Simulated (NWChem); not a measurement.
CH4F2OSi; SMILES F[Si](F)(C)O

```xyz
9

C      0.3840    -1.7928     0.0022
Si    -0.0184    -0.0025    -0.0007
O     -1.6410     0.2168    -0.0085
F      0.6390     0.7458    -1.2735
F      0.6270     0.7482     1.2768
H     -0.0349    -2.2813     0.8942
H      1.4735    -1.9440     0.0023
H     -0.0349    -2.2836    -0.8886
H     -1.9831     1.1157    -0.0093
```
Atoms are numbered in this order, from 1.

All runs: NWChem. Pople sets run with spherical d functions. Coordinates come from a PBE0/def2-SVP optimisation. Atomic charges in e: unrestrained fits to the electrostatic potential beside Mulliken populations; buried atoms are poorly determined by the fit.

For level Hartree-Fock/6-31G*:

| Property | Value |
|---|---|
| Mulliken C1 | -0.83 |
| ESP Si2 | 1.39 |
| Mulliken Si2 | 1.66 |
| ESP O3 | -0.85 |
| Mulliken O3 | -0.88 |
| Mulliken F4 | -0.53 |
| Mulliken F5 | -0.53 |

Task: How do the values read with level B3LYP/def2-SVP instead?

Result: The Mulliken C1 comes out as -0.27. The ESP Si2 comes out as 1.18 and the Mulliken Si2 is 0.94. The ESP O3 is -0.74, the Mulliken O3 comes out as -0.38 and the Mulliken F4 is -0.34. The Mulliken F5 comes out as -0.34.
